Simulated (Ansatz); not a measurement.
Abridged output of a molecular run in Ansatz:

```
Functional definition: HF
797 factors; integrals over basis functions are off by at most 1.0e-3 eV
mean field evaluation 1: about -20520.4392 eV, gradient 2.7e1 eV
mean field evaluation 2: about -20520.4406 eV, gradient 2.7e1 eV
mean field evaluation 4: about -20523.7056 eV, gradient 2.2e0 eV
mean field evaluation 8: about -20523.7706 eV, gradient 1.6e-1 eV
mean field -20523.77122694 eV, -754.2346810781 hartree, gradient 1.3e-6 eV, S^2 0.758655; 0 other end points of the search recorded, 0 dependent functions left out
12 core orbitals not correlated: weight in the atoms' cores, before any rotation towards them, 1.000 or more for the frozen orbitals, at most 0.000 for the correlated occupied ones
reference -20523.77122694 eV, -754.2346810781 hartree; 13, 12 occupied and 59, 60 virtual orbitals, 797 factors
second order -14.89773368 eV of doubles, -0.00000000 eV of singles
cycle   1  -15.43280287 eV  change   -5.4e-1 eV  update   9.6e-2
cycle   2  -15.83616967 eV  change   -4.0e-1 eV  update   2.9e-2
cycle   3  -15.94705357 eV  change   -1.1e-1 eV  update   1.6e-2
cycle   4  -15.94469609 eV  change    2.4e-3 eV  update   4.6e-3
cycle   5  -15.94303011 eV  change    1.7e-3 eV  update   2.3e-3
cycle   6  -15.94335635 eV  change   -3.3e-4 eV  update   1.0e-3
cycle   7  -15.94328577 eV  change    7.1e-5 eV  update   4.9e-4
cycle   8  -15.94336392 eV  change   -7.8e-5 eV  update   2.2e-4
cycle   9  -15.94347463 eV  change   -1.1e-4 eV  update   9.9e-5
cycle  10  -15.94343934 eV  change    3.5e-5 eV  update   4.3e-5
cycle  11  -15.94344044 eV  change   -1.1e-6 eV  update   2.0e-5
perturbative correction -0.31957622 eV, -0.0117442093 hartree
Total energy: -20540.03424360 eV, -754.8323359169 hartree
Checks for a lower state left out: cluster_reference
```

Its atoms:

Cartesian coordinates in Å:
```
O -1.7950 -0.1161 -0.2576
Si -0.4977 0.0286 0.7282
F -0.3287 -1.2990 1.6074
Si 1.5413 0.3206 -0.3673
H -1.7374 -0.7056 -1.0111
H -0.8320 1.1431 1.6393
H 1.6004 1.5114 -1.2579
H 2.0491 -0.8830 -1.0811
```

**Question.** Which basis set was used?
A. def2-SVP
B. def2-TZVPP
C. cc-pV(T+d)Z
D. def2-SVPD

**Answer.** A. It gives 84 functions.

**Question.** Write the keys of the input that set method, charge and spin (a neutral closed shell needs none for the last two).

**Answer.** 
```yaml
magnetization: {spin_polarized: true, initial_magnetization: 1}
correlation: {method: ccsd_t}
scf: {omitted_lower_state_checks: [cluster_reference]}
```
